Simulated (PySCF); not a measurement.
A calculated (r2SCAN, PySCF 2.14, dyall-av3z, the non-relativistic Hamiltonian (point nucleus)) atom or ion has these occupied shells.

```csv
shell,electrons,orbital energy (eV),"rms radius, mean of both spins (bohr)"
1s α,1,-690.55,0.205
1s β,1,-688.26,0.205
2s α,1,-51.499,1.04
2p α,3,-31.104,1.11
2p β,2,-26.635,1.11
```

(1) Name the element and its charge.

Results:

(1) F⁺ (fluorine, charge +1), in [He] 2s1 2p5, high-spin 3P determinant (an excited configuration).
